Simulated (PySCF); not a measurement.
C5H14OSi2, SMILES CC(=O)[SiH2][Si](C)(C)C, singlet (GFN2-xTB optimised geometry):

```
22

C      2.347    -1.887    -0.491
C      1.624    -0.664     0.000
O      2.216     0.314     0.404
Si    -0.305    -0.664     0.000
Si    -0.961     1.571     0.000
C     -0.615     2.368     1.702
C     -2.833     1.717    -0.365
C     -0.009     2.545    -1.341
H      2.102    -2.035    -1.541
H      3.425    -1.787    -0.375
H      1.990    -2.755     0.058
H     -0.693    -1.535    -1.123
H     -0.644    -1.452     1.196
H     -0.885     3.421     1.718
H     -1.171     1.874     2.494
H      0.441     2.295     1.946
H     -3.088     1.276    -1.324
H     -3.425     1.213     0.393
H     -3.151     2.755    -0.390
H     -0.262     3.602    -1.329
H     -0.224     2.169    -2.338
H      1.062     2.462    -1.181
```

Method: PBE/def2-SVP (PySCF).

Task: What are the frontier orbital energies and the dipole moment?

Result: HOMO-2 -7.15 eV, HOMO-1 -6.72 eV, HOMO -5.06 eV, LUMO -1.91 eV, LUMO+1 -0.39 eV; dipole moment 1.38 D.

Meta-Löwdin charges at PBE/def2-SVP: C1 -0.35, C2 0.18, O3 -0.36, Si4 0.22, Si5 0.65, C6 -0.53, C7 -0.54, C8 -0.54, H9 0.13, H10 0.11, H11 0.12, H12 -0.08, H13 -0.06, H14 0.11, H15 0.11, H16 0.12, H17 0.11, H18 0.11, H19 0.11, H20 0.12, H21 0.11, H22 0.12.
